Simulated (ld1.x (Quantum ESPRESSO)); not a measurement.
Configuration tests for As (TM)

arsenic, norm-conserving Troullier–Martins (Kleinman–Bylander form), made with ld1.x (Quantum ESPRESSO) 7.5 (PBE, scalar-relativistic). Core [Ar] 3d10, reference 4s2 4p3. Waves: 4p (bound): rc 1.92 bohr; 4s (bound): rc 1.10 bohr. Local part: the s channel. Core correction: none.

Energies are relative to the spin-unpolarised reference configuration 4s2 4p3; without spin polarisation the order of configurations can differ from experiment.

(1) Give the all-electron excitation energy and the error of the potential for: 4s2 4p2; 4s2 4p1; 4s2 4p0; 4s2 4p2.5; 4s1 4p0; 4s2 4p3.3; 4s0 4p5.

Note: ghost state, extra bound levels that the all-electron valence spectrum of the same l lacks: p at -170.1 eV. A true bound ghost makes a file unfit for plane-wave use.

## Answers

(1)

| valence configuration | charge | ΔE all-electron (eV) | error AE − PS (meV) |
| --- | --- | --- | --- |
| 4s2 4p2 | +1 | 9.149 | -3.6 |
| 4s2 4p1 | +2 | 27.067 | -6.6 |
| 4s2 4p0 | +3 | 54.770 | +49 |
| 4s2 4p2.5 | +0.5 | 3.555 | -1.1 |
| 4s1 4p0 | +4 | 105.417 | +209 |
| 4s2 4p3.3 | -0.3 | -1.234 | +0.1 |
| 4s0 4p5 | 0 | 19.056 | +131 |
